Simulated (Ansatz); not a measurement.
Start from `[NH2][In]([Cl])[O][SiH3]` and change one atom or group to get `[CH3][In]([NH2])[O][SiH3]`.

Ansatz, PBE0-D4/def2-TZVP geometries, multiplicity 1. Each molecule was computed in one conformer, which needn't be the lowest.

Elements past krypton have def2 core potentials.

| property | `[NH2][In]([Cl])[O][SiH3]` |
| --- | --- |
| HOMO energy (PBE/def2-TZVPP) / eV | -6.68 |
| HOMO–LUMO gap (ωB97M-V/def2-TZVPP) / eV | 10.28 |
| HOMO energy (B3LYP/def2-TZVPP) / eV | -7.82 |
| HOMO–LUMO gap (PBE0/def2-TZVPP) / eV | 6.09 |
| LUMO energy (B3LYP/def2-TZVPP) / eV | -2.29 |
| LUMO energy (PBE0/def2-TZVPP) / eV | -1.97 |

Q: What does the change do to each property? (An estimate is asked.)

A: Ansatz gave: 
| property | `[CH3][In]([NH2])[O][SiH3]` | shift |
| --- | --- | --- |
| HOMO energy (PBE/def2-TZVPP) / eV | -5.90 | 0.78 |
| HOMO–LUMO gap (ωB97M-V/def2-TZVPP) / eV | 10.24 | -0.04 |
| HOMO energy (B3LYP/def2-TZVPP) / eV | -7.02 | 0.80 |
| HOMO–LUMO gap (PBE0/def2-TZVPP) / eV | 6.37 | 0.28 |
| LUMO energy (B3LYP/def2-TZVPP) / eV | -1.20 | 1.09 |
| LUMO energy (PBE0/def2-TZVPP) / eV | -0.89 | 1.08 |

With PBE0 the HOMO rises by 0.80 eV and the LUMO rises by 1.08 eV, so the gap widens by about 0.28 eV. PBE moves the HOMO by 0.78 eV and ωB97M-V by 0.78 eV.

B3LYP here is the variant with VWN-RPA as its local correlation; programs differ in this.
